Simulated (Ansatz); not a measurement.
Process, species as SMILES: [SiH3]O[SiH2]O[SiH3] → [SiH3]O[SiH]O[SiH3] + H atom (the H-Si bond at the site shown breaks; other sites are not compared here)
Each molecule is optimised on its own at B3LYP-D3(BJ)/def2-TZVP (Ansatz, a program for electronic structure), one conformer each, not searched for the lowest.

Wanted: bond dissociation energy (electronic energy difference), in kcal/mol. Correlated levels leave the core frozen unless marked. Open shells are spin-unrestricted. Spin-orbit coupling is left out. No relativistic terms. CBS(X,Y): correlation extrapolated as X^-3; Hartree-Fock from the larger set.

| level | program | bond dissociation energy (kcal/mol) | minus last row |
|---|---|---|---|
| HF/cc-pV(D+d)Z | Ansatz | 81.0 | -19.6 |
| PBE0-D4/def2-TZVPD | Ansatz + dftd4 | 94.1 | -6.5 |
| LC-wPBE-D3(BJ)/def2-TZVPD | Ansatz + dftd3 | 95.0 | -5.6 |
| SCS-MP2/6-31G | Ansatz | 80.4 | -20.2 |
| CCSD(T)/cc-pV(T+d)Z | Ansatz | 99.2 | -1.4 |
| CCSD(T)/cc-pwCVTZ | Ansatz | 99.5 | -1.1 |
| CCSD(T)/CBS(cc-pV(T+d)Z,cc-pV(Q+d)Z) | Ansatz | 100.6 | 0.0 |
